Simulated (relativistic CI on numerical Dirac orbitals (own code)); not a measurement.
**One change at a time: Sc¹⁶⁺**

Base calculation: Dirac-Coulomb-Breit CI, orbitals from a KLI potential per configuration, QED by a radiative potential, unscaled Slater integrals.

Configurations in the expansion (outside the closed core 1s2): 2s²2p, 2s2p², 2p³, 2p²3s, 2p²3p, 2p²3d, 2s²3s, 2s²3p, 2s²3d, 2s2p3s, 2s2p3p, 2s2p3d, 2s²4s, 2s²4p, 2s²4d, 2s²4f. Levels of other configurations are missing.

The lowest level and the first level of each name with at least 55 % of one term (blank where a level has no safe partner in the second run):

| Level | Base (cm⁻¹) | Shift (cm⁻¹) |
| --- | --- | --- |
| 2s²2p ²P°1/2 | 0 | 0 |
| 2s²2p ²P°3/2 | 45499 | -107 |
| 2s2p² ⁴P1/2 | 284495 | +1626 |
| 2s2p² ⁴P3/2 | 302898 | +1572 |
| 2s2p² ⁴P5/2 | 325453 | +1517 |
| 2s2p² ²D3/2 | 521251 | +1563 |
| 2s2p² ²D5/2 | 524984 | +1540 |
| 2s2p² ²S1/2 | 640164 | +1626 |
| 2s2p² ²P1/2 | 690748 | +1536 |
| 2s2p² ²P3/2 | 704587 | +1536 |
| 2p³ ⁴S°3/2 | 897583 | +3280 |
| 2p³ ²D°3/2 | 1016632 | +3293 |
| 2p³ ²D°5/2 | 1023544 | +3262 |
| 2p³ ²P°1/2 | 1141025 | +3181 |

At this charge energies of transitions that change n are usually good to better than 1 %, and those within a shell (Δn = 0) to a few per cent.

(1) One thing was changed in a second run, which moved the levels as shown. Which?
A. QED terms removed
B. Breit term removed
C. configuration mixing switched off

Answers

(1) A. QED terms removed. QED shifts follow the density of s (and p1/2) electrons at the nucleus, so configurations move by their count of such electrons; where none moves, the smaller shifts of p3/2 electrons and of j = l + 1/2 against j = l − 1/2 set the pattern.

LS names give the leading component of a level, which can be under half, so a name can repeat, a term be missing and a line seem to break the LS rules.
